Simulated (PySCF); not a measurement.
C5H5F3O.
SMILES with atom numbers: `[F:1][C:2]([F:3])=[C:4]([F:5])[C@@H:6]1[CH2:7][CH2:8][O:9]1` (hydrogens: H10 on C6; H11, H12 on C7; H13, H14 on C8)

The closed-shell SCF was solved with PySCF and density fitting under several settings on one GFN2-xTB geometry (grid level 2 and gas phase unless stated).

```
      settings  basis functions  SCF cycles     E (Eh)  HOMO (eV)  LUMO (eV)  dipole (D)
 PBE0/pcSseg-1              178          14  -567.5631      -7.28       0.02        2.79
PBE0/def2-SVPD              232          14  -567.2289      -7.41      -0.15        2.78
```

**Question.** Estimate the row for these settings: wB97X-D/pcSseg-1, IEF-PCM chloroform.

**Answer.** 
```
                            settings  basis functions  SCF cycles     E (Eh)  HOMO (eV)  LUMO (eV)  dipole (D)
wB97X-D/pcSseg-1, IEF-PCM chloroform              178          14  -567.9814      -9.15       1.91        3.35
```

**Question.** Over all rows, what range does the HOMO–LUMO gap span?

**Answer.** From 7.26 eV (PBE0/def2-SVPD) to 11.06 eV (wB97X-D/pcSseg-1, IEF-PCM chloroform). The functional of the narrowest has 25 % exact exchange, that of the widest range-separated exact exchange.

**Question.** Compare two rows with the functional PBE0: PBE0/pcSseg-1 and PBE0/def2-SVPD. Which energy is lower, and by how much?

**Answer.** PBE0/pcSseg-1 (178 functions) lies 0.3342 Eh or 210 kcal/mol below PBE0/def2-SVPD (232 functions). The smaller set gives the lower energy; the two sets aren't nested, so the variational bound doesn't order them by size.

wB97X-D ran without the empirical dispersion term, which would shift the total energy alone. Cycle counts include a coarse-grid stage where the run had one. One conformer (not necessarily the lowest) at the GFN2-xTB geometry, without vibrations or thermal averaging.

The values belong to the conformer `[F:1][C:2]([F:3])=[C:4]([F:5])[C@@H:6]1[CH2:7][CH2:8][O:9]1`: C2–C4–C6–C7 60°.
